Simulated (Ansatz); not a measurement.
Process, species as SMILES: C[C@@H]1CC[C@H](C)C1 → [CH3] (CH3) + C[C@@H]1C[CH]CC1 (the C-C bond at the site shown breaks; other sites are not compared here)
Structures are relaxed separately at B3LYP-D3(BJ)/def2-TZVP in Ansatz (a program for electronic structure), one conformer each, not searched for the lowest.

Quantity: bond dissociation energy (electronic energy difference), in kcal/mol. Valence correlation only, unless marked. Open shells are spin-unrestricted. No spin-orbit coupling. Non-relativistic unless marked X2C. CBS(X,Y): correlation extrapolated as X^-3; Hartree-Fock from the larger set. The bracket is a focal-point correction in the basis named.

```
level                                                     program  bond dissociation energy (kcal/mol)  minus last row
-------------------------------------------------  --------------  -----------------------------------  --------------
HF/cc-pVQZ                                                 Ansatz                                 60.0           -33.1
revPBE-D3(BJ)/def2-TZVPD                           Ansatz + dftd3                                 86.6            -6.5
B3LYP/def2-TZVPD                                           Ansatz                                 83.2            -9.9
BHLYP-D4/def2-TZVPD                                Ansatz + dftd4                                 84.6            -8.5
CAM-B3LYP-D3(BJ)/def2-TZVPD                        Ansatz + dftd3                                 88.0            -5.1
B2PLYP/def2-TZVPD                                          Ansatz                                 87.5            -5.6
MP2/STO-3G                                                 Ansatz                                108.5            15.4
MP2/6-31G                                                  Ansatz                                 86.3            -6.8
MP2/cc-pVTZ                                                Ansatz                                 96.5             3.4
MP2/cc-pwCVTZ                                              Ansatz                                 96.5             3.4
RI-MP2/cc-pVTZ                                             Ansatz                                 96.5             3.4
SCS-MP2/cc-pwCVTZ                                          Ansatz                                 95.0             1.9
CCSD/6-31G*                                                Ansatz                                 88.8            -4.3
X2C-CCSD(T)/cc-pVTZ-DK                                     Ansatz                                 91.4            -1.7
RI-MP2/CBS(cc-pVTZ,cc-pVQZ)+[CCSD(T)-MP2]/cc-pVTZ          Ansatz                                 93.1             0.0
```
